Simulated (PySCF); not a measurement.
Gas-phase XPS of B5H9S, computed

Compound: B5H9S.
Cartesian coordinates in Å at the PBE0-D3(BJ)/def2-SVP level; atoms count from 1:
```
atom  x, y, z in Å
B1    -1.059    0.695    0.003
B2     0.426    0.839    0.986
B3    -0.175   -0.677    0.510
B4    -0.178   -0.359   -1.160
B5     1.311   -0.198   -0.188
H6    -2.208    0.998    0.160
H7     0.678    1.296    2.064
S8    -0.606   -2.160    1.531
H9    -1.549   -2.644    0.697
H10   -0.506   -1.036   -2.093
H11    2.380   -0.737   -0.192
H12   -0.296    1.768    0.301
H13    1.491    1.087    0.182
H14    1.026    0.199   -1.449
H15   -0.767    0.855   -1.306
```

The calculation used PySCF, delta-SCF UKS SCAN, pcX-2 on the ionised atom, pcseg-1 elsewhere, spin-free X2C. Binding energies are ΔSCF values: E(core-ionised, relaxed orbitals) − E(ground state) at a fixed geometry, referred to the vacuum level.

**Question.** List the computed XPS lines with their assignment.

**Answer.** 
```tsv
atom(s)	bonded to	level	binding energy (eV)	above the level's lowest (eV)	count
B3	S and 4 B	B 1s	194.97	0.00	1
B1/B2/B4/B5	3 H and 3 B	B 1s	196.14	+1.17	4
S8	H and B	S 1s	2476.51	0.00	1
```

Lowest listed B 1s: B3, bonded to S and 4 B. Highest, 1.17 eV above it: B1/B2/B4/B5, bonded to 3 H and 3 B.

**Question.** Which effective nuclear charge Zeff reproduces each element's mean 1s value in the hydrogen-like formula E = 13.606 eV × Zeff²?

**Answer.** B (Z = 5): mean 195.9 eV, Zeff = 3.79, Z − Zeff = 1.21; S (Z = 16): mean 2476.5 eV, Zeff = 13.49, Z − Zeff = 2.51. Means run over the listed sites, weighted by atom count.

One atom of each set of topologically equivalent atoms was ionised and stands for the set; in this conformer not all members are related by symmetry, and their own values weren't computed. Not every level is listed. Geometry: PBE0-D3(BJ)/def2-SVP; no solvent, vibrations or thermal averaging.
